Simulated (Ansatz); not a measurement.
Reaction (atomization): `C=[N][In]([NH2])[SiH2]CF` → 2 C• + F• + 8 H• + In• + 2 N• + Si•

Computed with Ansatz on PBE0-D4/def2-TZVP structures; ΔE is electronic, products minus reactants. CBS: MP2 limit from def2 TZ/QZ plus the TZ coupled-cluster correction, frozen cores. This one scheme is used for every species, atoms too. Functionals use def2-TZVPP. No spin–orbit coupling; open shells (•) take unrestricted orbitals. Spin–orbit coupling would lower the free atoms: a little for C, F, Si; strongly for In. def2 core potentials past Kr. For In outer-core shells are correlated without core-valence functions, so the limit isn't a true one: a few kJ/mol of doubt a bond, and 10 to 20 or more in all where bonds break to atoms. One conformer a species, not always the lowest.

`C=[N][In]([NH2])[SiH2]CF`:

```xyz
15

C    -1.902    1.315    2.149
N    -1.610    0.092    2.164
In   -0.114   -0.617    0.896
N     0.213   -2.553    1.288
Si    1.201    0.805   -0.785
C     0.701    0.287   -2.549
F     0.645   -1.102   -2.644
H    -1.435    2.091    1.514
H    -2.693    1.701    2.813
H    -0.438   -3.076    1.853
H     0.726   -3.158    0.668
H     0.905    2.261   -0.658
H     2.668    0.623   -0.608
H     1.417    0.645   -3.295
H    -0.285    0.686   -2.808
```

CCSD(T)/CBS gives +5074.8 kJ/mol.

Question: Another level gave +5045.2 kJ/mol. Which?
A. r2SCAN/def2-TZVPP
B. CAM-B3LYP-D4/def2-TZVPP
C. revPBE-D4/def2-TZVPP
D. CCSD(T)/def2-TZVPP

Answer: A. r2SCAN 5045.2, CAM-B3LYP-D4 5091.0, revPBE-D4 5041.1, CCSD(T)/def2-TZVPP 4913.8 kJ/mol.

Largest T1 diagnostic among the species: 0.015.

Leaving LDA and LC-ωPBE aside and taking each functional with its dispersion term where it has one, the values, not all of them listed here, spread over 301.8 kJ/mol, from BHLYP-D4 to PBE-D4. LDA lies +702.6 kJ/mol from PBE without D4, its usual overbinding. From PBE to PBE0 (25 % exact exchange), in def2-TZVPP and without D4, ΔE moves by −123.8 kJ/mol: exact exchange takes away binding that semilocal exchange gives to molecules.

For atomizations the MP2-based limit and the directly extrapolated one differ by several kJ/mol either way, and by 10 to 25 for some Ge, Se and Sn compounds, so smaller differences from it don't rank the levels.
